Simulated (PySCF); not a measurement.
# Computed records: CH8AlGeN, AlClGeH5N, AlGeH5N2

Calculation on a computer-drawn molecule: the log of a Hartree-Fock and frozen-core CCSD(T) single point meant for a local Hartree-Fock minimum, with one planted fault or none, to be diagnosed. Offsets are logged minus clean, where the clean run is the same molecule without the fault. The reference is restricted for singlets and unrestricted otherwise, and also for a bond in bohr or an excited solution. Adding or removing an electron swaps singlet and doublet. The excited solution moves the top pair (singlet) or top alpha electron (doublet) to the lowest empty orbital. Highest occupied and lowest empty are orbital energies over both spins, largest force is the largest gradient component, triples share is (T) over the correlation energy, the T1 limit is 0.02 restricted and 0.045 unrestricted, electrons count all cores, a negative frequency is imaginary (commonest isotopes), and the dipole is about the centre of nuclear charge; on germanium a core potential holds 10 electrons, which the energies leave out, and 3d is frozen in MP2 and coupled-cluster steps. Program: PySCF 2.14.0.

Common to all runs: meant charge 0; meant multiplicity 1; meant basis cc-pV(D+d)Z; meant basis and core potential on germanium cc-pVDZ-PP ECP10MDF; logged SCF converged yes; logged CC converged yes; logged SCF stable within its kind yes; possible faults no fault, one electron removed, one electron added, multiplicity raised by two, geometry at a saddle point, SCF held on an excited solution, minimal basis STO-3G, one bond length entered in bohr, all coordinates scaled.

(1) 
```xyz
12
formula=CH8AlGeN logged_electrons=66 logged_basis_functions=114 logged_spin_squared=1.0109 logged_highest_occupied=-6.5774 logged_lowest_empty=1.2197 logged_largest_force=0.018682 logged_T1_diagnostic=0.011428 logged_D1_diagnostic=0.040596 logged_triples_share=0.024008 logged_dipole_magnitude=3.2344 logged_energy_HF=-632.16947 logged_energy_CCSD(T)=-632.69212 planted_fault=one_bond_length_entered_in_bohr,row_1_of_the_drawn_bonds HF_energy_offset_from_clean_run=87.06 CCSD(T)_energy_offset_from_clean_run=109.9
N      0.7884     1.5331     2.5357
Al     1.4524     2.0573    -0.6917
C      1.0307     0.6819    -2.0249
Ge     2.5326    -0.4050    -2.6788
H      0.9938     2.1815     3.2731
H      0.3667     0.7104     2.9246
H      2.1153     3.4369    -1.0880
H      0.5924     1.1620    -2.9089
H      0.2805    -0.0150    -1.6333
H      3.6226     0.4879    -3.2919
H      3.1652    -1.1986    -1.5241
H      2.0724    -1.4044    -3.7500
```

Units: logged_highest_occupied, logged_lowest_empty in eV; logged_largest_force in hartree/bohr; logged_dipole_magnitude in debye; logged_energy_HF, logged_energy_CCSD(T) in hartree; HF_energy_offset_from_clean_run, CCSD(T)_energy_offset_from_clean_run in kcal/mol.

Drawn bonds:
```
atom  other atom  order
   1           2      1
   2           3      1
   3           4      1
   1           5      1
   1           6      1
   2           7      1
   3           8      1
   3           9      1
   4          10      1
   4          11      1
   4          12      1
```

(2) 
```xyz
12
formula=CH8AlGeN logged_electrons=65 logged_basis_functions=114 logged_spin_squared=0.7575 logged_highest_occupied=-14.998 logged_lowest_empty=-6.5495 logged_largest_force=0.11134 logged_T1_diagnostic=0.016368 logged_D1_diagnostic=0.09137 logged_triples_share=0.024202 logged_dipole_magnitude=12.574 logged_energy_HF=-632.00355 logged_energy_CCSD(T)=-632.51765 planted_fault=one_electron_removed HF_energy_offset_from_clean_run=191.2 CCSD(T)_energy_offset_from_clean_run=219.3
N      0.7884     1.5331     2.5357
Al     1.1397     1.8105     0.8279
C      0.7181     0.4351    -0.5054
Ge     2.2199    -0.6518    -1.1593
H      0.9938     2.1815     3.2731
H      0.3667     0.7104     2.9246
H      1.8026     3.1901     0.4315
H      0.2797     0.9152    -1.3894
H     -0.0321    -0.2618    -0.1138
H      3.3100     0.2411    -1.7724
H      2.8526    -1.4454    -0.0046
H      1.7598    -1.6512    -2.2305
```

Units: logged_highest_occupied, logged_lowest_empty in eV; logged_largest_force in hartree/bohr; logged_dipole_magnitude in debye; logged_energy_HF, logged_energy_CCSD(T) in hartree; HF_energy_offset_from_clean_run, CCSD(T)_energy_offset_from_clean_run in kcal/mol.

Drawn bonds:
```
atom  other atom  order
   1           2      1
   2           3      1
   3           4      1
   1           5      1
   1           6      1
   2           7      1
   3           8      1
   3           9      1
   4          10      1
   4          11      1
   4          12      1
```

(3) 
```xyz
9
formula=AlClGeH5N logged_electrons=74 logged_basis_functions=108 logged_spin_squared=0 logged_highest_occupied=-10.126 logged_lowest_empty=1.4776 logged_largest_force=1.457e-05 logged_lowest_frequency=39.424 logged_T1_diagnostic=0.013351 logged_D1_diagnostic=0.04708 logged_triples_share=0.024217 logged_dipole_magnitude=2.9895 logged_energy_HF=-1052.25102 logged_energy_CCSD(T)=-1052.78349
N     -0.0873     2.8683     2.1958
Al    -0.4485     2.6132     0.4975
Ge    -0.5867     0.2270    -0.2510
Cl    -0.1896    -0.9996     1.5502
H      0.0022     3.7575     2.6514
H      0.0621     2.1293     2.8589
H     -0.6686     3.8326    -0.4771
H     -1.9506    -0.2651    -0.7476
H      0.4624    -0.2431    -1.2646
```

Units: logged_highest_occupied, logged_lowest_empty in eV; logged_largest_force in hartree/bohr; logged_lowest_frequency in cm⁻¹; logged_dipole_magnitude in debye; logged_energy_HF, logged_energy_CCSD(T) in hartree.

Drawn bonds:
```
atom  other atom  order
   1           2      1
   2           3      1
   3           4      1
   1           5      1
   1           6      1
   2           7      1
   3           8      1
   3           9      1
```

(4) 
```xyz
9
formula=AlGeH5N2 logged_electrons=64 logged_basis_functions=99 logged_spin_squared=0 logged_highest_occupied=-8.553 logged_lowest_empty=1.58 logged_largest_force=0.041066 logged_T1_diagnostic=0.015007 logged_D1_diagnostic=0.046025 logged_triples_share=0.026339 logged_dipole_magnitude=2.4727 logged_energy_HF=-647.16543 logged_energy_CCSD(T)=-647.7035
N     -0.2257    -0.5510     0.3825
Al    -1.1818     0.7570    -0.1219
N     -1.8457     1.8234     1.0665
Ge    -2.8630     3.2535     0.9019
H      0.0025    -0.7824     1.2895
H      0.1777    -1.1868    -0.2193
H     -1.4355     0.9664    -1.5949
H     -1.6467     1.6358     1.9955
H     -2.9360     3.2006    -0.6252
```

Units: logged_highest_occupied, logged_lowest_empty in eV; logged_largest_force in hartree/bohr; logged_dipole_magnitude in debye; logged_energy_HF, logged_energy_CCSD(T) in hartree.

Drawn bonds:
```
atom  other atom  order
   1           2      1
   2           3      1
   3           4      1
   1           5      1
   1           6      1
   2           7      1
   3           8      1
   4           9      1
```

(5) 
```xyz
9
formula=AlGeH5N2 logged_electrons=64 logged_basis_functions=99 logged_spin_squared=0 logged_highest_occupied=-8.707 logged_lowest_empty=1.4004 logged_largest_force=1.078e-05 logged_lowest_frequency=53.97 logged_T1_diagnostic=0.016833 logged_D1_diagnostic=0.053857 logged_triples_share=0.028048 logged_dipole_magnitude=2.1535 logged_energy_HF=-647.18024 logged_energy_CCSD(T)=-647.72603
N     -0.2348    -0.5734     0.3980
Al    -1.2298     0.7877    -0.1268
N     -1.9206     1.8974     1.1098
Ge    -2.9791     3.3856     0.9386
H      0.0026    -0.8142     1.3418
H      0.1849    -1.2349    -0.2282
H     -1.4937     1.0056    -1.6596
H     -1.7136     1.7022     2.0765
H     -3.0551     3.3305    -0.6506
```

Units: logged_highest_occupied, logged_lowest_empty in eV; logged_largest_force in hartree/bohr; logged_lowest_frequency in cm⁻¹; logged_dipole_magnitude in debye; logged_energy_HF, logged_energy_CCSD(T) in hartree.

Drawn bonds:
```
atom  other atom  order
   1           2      1
   2           3      1
   3           4      1
   1           5      1
   1           6      1
   2           7      1
   3           8      1
   4           9      1
```

Question: Give the missing planted fault for AlClGeH5N (entry 3).
Answer: no fault

Question: Which fault was planted in the run of AlGeH5N2 (entry 4)?
Answer: all coordinates scaled, by -3.9 %

Question: Which fault was planted in the run of AlGeH5N2 (entry 5)?
Answer: no fault

Further results for AlClGeH5N (entry 3):

| Item | Value |
| --- | --- |
| HF energy offset from clean run | 0 kcal/mol |
| CCSD(T) energy offset from clean run | 0 kcal/mol |

Further results for AlGeH5N2 (entry 4):

| Item | Value |
| --- | --- |
| HF energy offset from clean run | 9.288 kcal/mol |
| CCSD(T) energy offset from clean run | 14.13 kcal/mol |

Further results for AlGeH5N2 (entry 5):

| Item | Value |
| --- | --- |
| HF energy offset from clean run | 0 kcal/mol |
| CCSD(T) energy offset from clean run | 0 kcal/mol |
